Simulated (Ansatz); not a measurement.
A made-up structure of BSiH3O2, singlet:

| atom | x (Å) | y (Å) | z (Å) |
| --- | --- | --- | --- |
| B1 | -0.9090 | 1.0681 | -0.0211 |
| Si2 | 0.5250 | -0.2728 | 0.3125 |
| O3 | 1.5211 | -0.1668 | 1.4523 |
| O4 | 0.4433 | -1.4489 | -0.8024 |
| H5 | -0.6954 | 2.0241 | -0.7004 |
| H6 | -1.9718 | 0.9586 | 0.5074 |
| H7 | 1.2294 | 0.7676 | 0.9742 |

It is relaxed with PBE-D4/def2-SVP and then PBE0-D4/def2-TZVP (Ansatz 0.2.0). Atoms count as bonded within 1.22 times the sum of their covalent radii (H–H: 0.88 Å). The end point is not checked to be a true minimum.

Question: Does its bonding change? (A judgement: the text doesn't fix the answer.)

Answer: The calculation gives: Yes. Formed: none; broken: Si2–H7.

Where it ends: The first stage lowers the energy by 2.55 eV in 15 steps. It ends as BSiH₃O₂ ([BH2][Si]([O])[OH]):
```
7
angstrom
B -0.9787 1.0834 -0.1020
Si 0.4333 -0.3040 0.0939
O 1.6017 -0.0420 1.1876
O 0.3489 -1.5350 -0.7862
H -0.8630 1.9545 -0.9084
H -1.9898 1.0109 0.5263
H 1.5901 0.7621 1.7114
```

Labels in which every atom is bracketed show which atoms are joined, not bond orders.

For scale, one of the runs: PBE0-D4/def2-TZVP relaxation, 148 basis functions, launched by `ansatz run in.yaml --threads 2 --pin off --events-out ev --progress --plain --max-ram 4352MiB`. The run took about 18 s on 2 CPU threads of an Intel Xeon 6975P-C (shared host).
